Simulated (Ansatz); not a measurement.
The pair A = NH3 (SMILES N) (first 4 atoms), B = C2H3N (SMILES CC#N); geometry from B3LYP-D3(BJ)/def2-TZVP.
(charge 0, multiplicity 1):
```tsv
atom	x (Å)	y (Å)	z (Å)
N	-0.0534	0.0041	0.1706
H	0.6499	0.3073	-0.4937
H	0.3704	-0.7143	0.7493
H	-0.7955	-0.4377	-0.3603
C	-0.3981	1.2411	3.2766
C	0.2775	-0.0374	3.4193
N	0.8108	-1.0534	3.4962
H	-1.3432	1.2308	3.8200
H	0.2264	2.0436	3.6701
H	-0.5858	1.4075	2.2139
```

Cores are frozen in the correlated methods. MP2 and its Hartree–Fock in aug-cc-pVTZ are density fitted.

Run with Ansatz (Gaussian orbitals). Each number belongs to the level named beside it.

The counterpoise-corrected interaction energy is E(AB) − E(A in the pair's basis) − E(B in the pair's basis). Total energies (hartree):

```
level                          AB  A in the pair's basis  B in the pair's basis
-------------------  ------------  ---------------------  ---------------------
HF/aug-cc-pVDZ       -188.1528428            -56.2056926           -131.9435596
MP2/aug-cc-pVDZ      -188.7929742            -56.4057534           -132.3812075
HF/aug-cc-pVTZ       -188.1989106            -56.2202325           -131.9750939
MP2/aug-cc-pVTZ      -188.9647520            -56.4607462           -132.4974006
CCSD(T)/aug-cc-pVDZ  -188.8528192            -56.4262739           -132.4207219
```

Question: Work out the counterpoise-corrected interaction energy at the basis-set limit: extrapolate the MP2 correlation part as X⁻³, take Hartree–Fock from the larger set, and add the CCSD(T) − MP2 difference of aug-cc-pVDZ.

Answer: 
1. Differences (1 hartree = 627.509 kcal/mol): HF/aug-cc-pVDZ -2.253; MP2/aug-cc-pVDZ -3.773; HF/aug-cc-pVTZ -2.249; MP2/aug-cc-pVTZ -4.145; CCSD(T)/aug-cc-pVDZ -3.654.
2. Correlation parts, MP2 less HF: -1.520 in aug-cc-pVDZ (X = 2), -1.896 in aug-cc-pVTZ (X = 3).
3. Limit (3³·(-1.896) − 2³·(-1.520))/(3³ − 2³) = -2.054; with HF/aug-cc-pVTZ it gives -4.303.
4. CCSD(T) less MP2 in aug-cc-pVDZ: 0.119.
Result: -4.18 kcal/mol, against -3.77 at MP2/aug-cc-pVDZ. It is an estimate of this method's limit, not of the exact value.

Ansatz is an electronic-structure program.
